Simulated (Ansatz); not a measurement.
Cost and result for the atomization energy of C₂H₈AlFS, SMILES `[CH3][Al-]([CH3])([F])[SH2+]` (13 atoms, 12 bonds).

```json
{"atom": "C1", "x (Å)": "1.208", "y (Å)": "-0.704", "z (Å)": "-1.093"}
{"atom": "Al2", "x (Å)": "0.354", "y (Å)": "0.138", "z (Å)": "0.454"}
{"atom": "C3", "x (Å)": "-0.846", "y (Å)": "-0.823", "z (Å)": "1.657"}
{"atom": "F4", "x (Å)": "1.160", "y (Å)": "1.463", "z (Å)": "1.098"}
{"atom": "S5", "x (Å)": "-1.317", "y (Å)": "1.733", "z (Å)": "-0.756"}
{"atom": "H6", "x (Å)": "0.500", "y (Å)": "-1.295", "z (Å)": "-1.684"}
{"atom": "H7", "x (Å)": "1.679", "y (Å)": "0.024", "z (Å)": "-1.761"}
{"atom": "H8", "x (Å)": "1.997", "y (Å)": "-1.393", "z (Å)": "-0.773"}
{"atom": "H9", "x (Å)": "-0.291", "y (Å)": "-1.533", "z (Å)": "2.280"}
{"atom": "H10", "x (Å)": "-1.596", "y (Å)": "-1.404", "z (Å)": "1.110"}
{"atom": "H11", "x (Å)": "-1.377", "y (Å)": "-0.150", "z (Å)": "2.337"}
{"atom": "H12", "x (Å)": "-0.350", "y (Å)": "2.661", "z (Å)": "-0.862"}
{"atom": "H13", "x (Å)": "-1.121", "y (Å)": "1.283", "z (Å)": "-2.007"}
```

Total charge 0; spin multiplicity 1. The geometry is a stationary point of PBE0-D4/def2-TZVP. It is one conformer, not always the lowest. Program: Ansatz. All runs use 4 threads of an Arm Neoverse V1 on a shared host. Times are those of one run each, without the atoms' runs, and a repeat can differ threefold. Electronic energies, without spin–orbit coupling; frozen cores. CCSD(T)/CBS adds CCSD(T) − MP2 in def2-TZVPP to the MP2 limit, and its time is that of the two runs behind it. T1 = 0.011. B3LYP takes the VWN-RPA correlation (the form of Gaussian; ORCA's B3LYP/G).

CCSD(T)/CBS is a level of theory with its own doubt, some kJ/mol a heavy atom from the limit and from the frozen cores, so smaller differences don't rank the functionals.

| level | functions | wall time |
| --- | --- | --- |
| LDA (SPW92)/def2-TZVPP | 289 | 1.7 s |
| revPBE-D4/def2-TZVPP | 289 | 2.7 s |
| CAM-B3LYP-D4/def2-TZVPP | 289 | 5.5 s |
| r2SCAN-D4/def2-TZVPP (with forces) | 289 | 6.5 s |
| B3LYP-D4/def2-TZVPP (with forces) | 289 | 7 s |
| r2SCANh-D4/def2-TZVPP | 289 | 7.5 s |
| PBE-QIDH/def2-TZVPP | 289 | 8 s |
| CCSD(T)/def2-SVP | 118 | 8 s |
| ωB97X-V/def2-TZVPP | 289 | 11 s |
| B97M-V/def2-TZVPP | 289 | 13 s |
| MP2/def2-QZVPP | 551 | 34 s |
| CCSD(T)/def2-TZVPP | 289 | 5.1 min |
| CCSD(T)/CBS(def2) | – | 5.7 min |

Task: What atomization energy does each give, and how far from CCSD(T)/CBS? (Best estimate.)

Result: Ansatz gave: 
| level | atomization (kJ/mol) | difference from CCSD(T)/CBS | per bond |
| --- | --- | --- | --- |
| LDA (SPW92)/def2-TZVPP | 5128.7 | 546.6 | 45.5 |
| revPBE-D4/def2-TZVPP | 4507.7 | -74.4 | -6.2 |
| CAM-B3LYP-D4/def2-TZVPP | 4581.7 | -0.4 | 0.0 |
| r2SCAN-D4/def2-TZVPP (with forces) | 4584.6 | 2.5 | 0.2 |
| B3LYP-D4/def2-TZVPP (with forces) | 4560.6 | -21.5 | -1.8 |
| r2SCANh-D4/def2-TZVPP | 4562.7 | -19.4 | -1.6 |
| PBE-QIDH/def2-TZVPP | 4531.6 | -50.5 | -4.2 |
| CCSD(T)/def2-SVP | 4341.2 | -240.9 | -20.1 |
| ωB97X-V/def2-TZVPP | 4577.3 | -4.8 | -0.4 |
| B97M-V/def2-TZVPP | 4591.1 | 9.0 | 0.7 |
| MP2/def2-QZVPP | 4578.4 | -3.7 | -0.3 |
| CCSD(T)/def2-TZVPP | 4473.6 | -108.5 | -9.0 |
| CCSD(T)/CBS(def2) | 4582.1 | 0.0 | 0.0 |

From BLYP to BHLYP (50 % exact exchange), in def2-TZVPP and without D4, the atomization energy moves by −51.5 kJ/mol: exact exchange takes away binding that semilocal exchange gives to molecules. The D4 term adds +40.2 kJ/mol with B3LYP and +21.7 kJ/mol with PBE0; it sums over pairs of atoms, weighted by their polarisabilities, and B3LYP, whose exchange is more repulsive, gets the larger term. At CCSD(T), def2-SVP lies −240.9 kJ/mol from the extrapolated value and def2-TZVPP −108.5 kJ/mol: correlation converges slowly with the basis, and small sets miss more of it in the bonded molecule than in its fragments.
